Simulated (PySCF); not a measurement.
Compound: C5H4ClF3N2.
Z-matrix (Å and degrees, PBE0-D3(BJ)/def2-SVP geometry), rows numbered from 1:
```
C 
N   1  1.4417
N   2  1.3268  1  120.96
C   3  1.3248  2  105.39  1   179.51
C   4  1.4967  3  120.33  2   179.10
F   5  1.3322  4  112.07  3    53.78
F   5  1.3345  4  111.86  3   -66.80
F   5  1.3371  4  110.09  3   173.80
C   4  1.4081  3  112.34  2     0.02
C   2  1.3580  1  127.35  3   179.44
Cl 10  1.7031  2  121.39  1     0.31
H   1  1.0950  2  106.90  3     0.65
H   1  1.0994  2  110.70  3  -118.89
H   1  1.0993  2  110.64  3   120.14
H   9  1.0854  4  129.19  3  -179.90
```

Probes without a nucleus sit at each ring's centroid and 1 Å off its mean plane on both sides; NICS is minus the shielding there, NICSzz its component along the normal. Level: GIAO B97-2/pcSseg-2 (PySCF, non-relativistic, gas phase) on the PBE0-D3(BJ)/def2-SVP geometry, one conformer.

Ring bond lengths (Å): N2–N3 1.327, N3–C4 1.325, C4–C9 1.408, C9–C10 1.381, C10–N2 1.358.

Give the NICS values of each ring in ppm.

```json
{"ring": "N2–N3–C4–C9–C10", "type": "5-membered ring with 2 N; formal bonds all aromatic", "NICS(0)": "-13.4", "NICS(1), two faces": "-10.1 / -10.2", "NICS(1)zz, two faces": "-27.3 / -27.5", "rms pucker (Å)": "0.00", "centre to ring atoms, mean (Å)": "1.16"}
```

What do they say, and how far can they be read as aromaticity?

- N2–N3–C4–C9–C10: mean NICS(1)zz -27.4 ppm, shielded. The ring is flat and has no four-coordinate atom; by the NICS criterion it is aromatic.

And the bond-length index? HOMA = 1 − mean of α(R − Ropt)² over the ring bonds, with Krygowski's 1993 parameters (CC: Ropt 1.388 Å, α 257.7 Å⁻²; CN: Ropt 1.334 Å, α 93.52 Å⁻²; NN: Ropt 1.309 Å, α 130.33 Å⁻²).

- N2–N3–C4–C9–C10: HOMA 0.96; the largest term is that of C4–C9, α(R − Ropt)² = 0.10. The geometric and the magnetic index point the same way.

At the first NICS(1) probe listed for ring N2–N3–C4–C9–C10, 1 Å off the ring, what do the in-plane components average?

The isotropic value is a third of the trace: (3 × -10.1 − (-27.3))/2 = -1.5 ppm.

What are the shieldings of the ring atoms and their hydrogens in the same run (means over atoms taken as equivalent)?

| atoms | environment | σ isotropic (ppm) | principal values of the symmetric part, first atom (ppm) |
| --- | --- | --- | --- |
| N2 | pyrrole-type nitrogen | 31.9 | -81.5, 63.0, 114.3 |
| N3 | pyridine-type nitrogen | -82.2 | -309.3, -81.4, 144.2 |
| C4 | substituted aromatic carbon | 33.9 | -41.2, 25.8, 117.3 |
| C9 | aromatic CH carbon | 72.5 | 3.1, 65.9, 148.5 |
| C10 | aromatic C–Cl carbon | 46.2 | -25.1, 68.5, 95.0 |
| H15 | aromatic hydrogen | 24.75 | 21.1, 24.6, 28.6 |

How do the values depend on the level or the medium?

```tsv
level	NICS(0), N2–N3–C4–C9–C10	mean NICS(1)zz, N2–N3–C4–C9–C10
B97-2/pcSseg-2, gas	-13.4	-27.4
PBE0/pcSseg-1, gas	-13.7	-27.7
```

The geometry is the same throughout.

Hardware: one thread of an Arm Neoverse V1, no GPU, on a shared host. Cost: 2.3 min wall, 2.6 GiB resident at most. This is the whole shielding run at B97-2/pcSseg-2, SCF included.
